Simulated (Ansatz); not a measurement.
Start from `[CH3][GeH]([NH2])[F]` and change one atom or group to get `[BH2][GeH]([CH3])[F]`.

Ansatz, PBE0-D4/def2-TZVP geometries, multiplicity 1. Each molecule was computed in one conformer, which needn't be the lowest.

Scalar relativity is left out up to krypton.

```tsv
property	`[CH3][GeH]([NH2])[F]`
size of the dipole moment (PBE/def2-TZVPP) / D	1.73
HOMO–LUMO gap (ωB97M-V/def2-TZVPP) / eV	12.49
LUMO energy (B3LYP/def2-TZVPP) / eV	0.40
LUMO energy (PBE/def2-TZVPP) / eV	-0.09
LUMO energy (PBE0/def2-TZVPP) / eV	0.76
size of the dipole moment (B3LYP/def2-TZVPP) / D	1.78
```

Give the same properties after the change, and the shifts. (Best estimate.)

The calculation gave: 
```
                                        property  `[BH2][GeH]([CH3])[F]`  shift
  size of the dipole moment (PBE/def2-TZVPP) / D                    2.40   0.67
         HOMO–LUMO gap (ωB97M-V/def2-TZVPP) / eV                    9.68  -2.81
             LUMO energy (B3LYP/def2-TZVPP) / eV                   -2.87  -3.27
               LUMO energy (PBE/def2-TZVPP) / eV                   -3.64  -3.55
              LUMO energy (PBE0/def2-TZVPP) / eV                   -2.65  -3.41
size of the dipole moment (B3LYP/def2-TZVPP) / D                    2.53   0.75
```

With PBE0 the HOMO falls by 0.38 eV and the LUMO falls by 3.41 eV, so the gap narrows by about 3.03 eV. PBE moves the HOMO by -0.59 eV and ωB97M-V by -0.11 eV. Dipoles are sizes alone; their direction can turn.

B3LYP here is the variant with VWN-RPA as its local correlation; programs differ in this.
